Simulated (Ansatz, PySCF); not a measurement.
Stretching the Ge1–H3 bond in ClGeH3 (SMILES [Cl][GeH3]) (multiplicity 1 held, fragments rigid). Energies count from the point at 1.533 Å.
Geometry at that point (charge 0, multiplicity 1):
```
atom    x (Å)    y (Å)    z (Å)
----  -------  -------  -------
Ge    -0.6844   0.0316   0.0036
Cl     1.4882  -0.0688  -0.0077
H     -1.0696   1.4667  -0.3737
H     -1.1432  -0.3267   1.4217
H     -1.1862  -0.9829  -1.0303
```

Restricted levels (R-, RO-) in cc, def2 and unpolarised 6-31G sets keep to the state of the molecule at rest. Unrestricted levels (U-) break spin symmetry where that is lower. Curves can end on different states.

Rows in 3-21G, LANL2DZ carry no dispersion term and start afresh at each structure; the Pople sets are all-electron and without relativity. LANL2DZ brings its own core potentials from Na on.

Programs: Ansatz (a quantum-chemistry and plane-wave program); PySCF for 3-21G rows, LANL2DZ rows. Values without a source in brackets are computed.

Task: One of these levels gives 176.37 kcal/mol for the energy at R = 4.906 Å. Which?
A) U-HF/LANL2DZ
B) U-PBE/def2-TZVPP
C) R-HF/3-21G
D) R-B3LYP/def2-TZVPP

Result: C, R-HF/3-21G. The others give 67.21 (U-HF/LANL2DZ), 83.29 (U-PBE/def2-TZVPP), 122.52 (R-B3LYP/def2-TZVPP)

Doubts at one or more of the structures used: a restricted determinant that unrestricted orbitals would lower (R-HF/3-21G, R-B3LYP/def2-TZVPP); a spin-contaminated determinant (U-HF/LANL2DZ, U-PBE/def2-TZVPP).
